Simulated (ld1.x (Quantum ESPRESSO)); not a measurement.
**Wu–Cohen PAW dataset for carbon, non-relativistic all-electron reference.**

ld1.x (Quantum ESPRESSO) 7.5 input, shortened:

```
&input
   title='C', zed=6., rel=0, dft='WC', iswitch=3,
   config='[He] 2s1.75 2p2.25 3d-2'
 /
 &inputp
   pseudotype=3, lpaw=.true., tm=.true., lloc=-1, rcloc=1.25,
   nlcc=.true., new_core_ps=.true.,
   which_augfun='PSQ', rmatch_augfun_nc=.true.
 /
6
2S  1  0   1.75   0.00  0.95  1.20  0.0
2S  1  0   0.00   0.25  0.95  1.20  0.0
2P  2  1   2.25   0.00  1.90  2.60  0.0
2P  2  1   0.00  -0.05  1.90  2.60  0.0
3D  3  2  -2.00   0.10  2.05  2.80  0.0
3D  3  2  -2.00   0.95  2.05  2.80  0.0
 &test
   configts(1)='2s1.75 2p2.25'
 /
```

All-electron outer shells of the reference configuration (Wu–Cohen, non-relativistic, ld1.x):

```tsv
shell	level (eV)	outermost node (bohr)	outermost maximum (bohr)
2s	-13.77	0.38	1.22
2p	-5.36	–	1.20
```

Q: Is the overlap operator S = 1 + Σ q|β⟩⟨β| positive definite (Bessel basis up to 400 Ry)?

A: No: its lowest eigenvalue is -0.421, in the d channel, so the generalised eigenproblem breaks down once the basis is large enough.

Q: Tests: 2s2 2p2; 2s2 2p1; 2s2 2p0; 2s1 2p3; 2s1 2p0; 2s0 2p4; 2s1 2p2. Which has the largest error in its energy relative to the reference configuration, and how large is it?

A: 2s1 2p0, with -18 meV (all-electron minus pseudo) on +80.82 eV.

The ghost test of this file was not conclusive. Its overlap operator is not positive definite in a basis up to 400 Ry (lowest eigenvalue d -0.42), so the file is unfit for use: the generalised eigenproblem breaks down once the basis is large enough, and its test numbers describe a broken file.
